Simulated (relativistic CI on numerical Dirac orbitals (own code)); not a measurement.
Computed by Dirac-Coulomb-Breit CI, orbitals from a KLI potential per configuration, a model potential for QED, unscaled Slater integrals (own radial code, finite nucleus).

The strongest absorption lines from the ground level of an ion, among the configurations computed and to levels below about 720 eV (vacuum wavelength in nm, gf): 1.7229 (0.37), 4.5095 (0.11), 4.6784 (0.43), 4.7056 (0.13), 4.9970 (2), 5.1323 (0.42), 5.2611 (1.4), 5.5651 (0.21).

(1) Which ion is it?
A. I28+
B. Cs30+
C. I26+
D. Sb26+

## Answers

(1) A. I28+ has 25 electrons and the ground level 3s2 3p6 3d7 4F_9/2; the strongest line goes to 3s2 3p5 3d8 4D°_7/2. The pattern of lines fixes the number of electrons, and along that sequence the line energies rise steadily with the charge (about as its square where n changes within one kind of shell, about linearly where n is kept but much faster in heavy ions where fine structure, which grows about as Z⁴, sets the gap, and irregularly where shells cross), which fixes Z. Configurations outside the model, such as inner-shell arrays, can give stronger lines. At this charge energies of transitions that change n are usually good to better than 1 %, and those within a shell (Δn = 0) to a few per cent. Terms inside the open d or f shell come out 10 to 20 % too wide with unscaled integrals.

LS names give the leading component of a level, which can be under half, so a name can repeat, a term be missing and a line seem to break the LS rules.
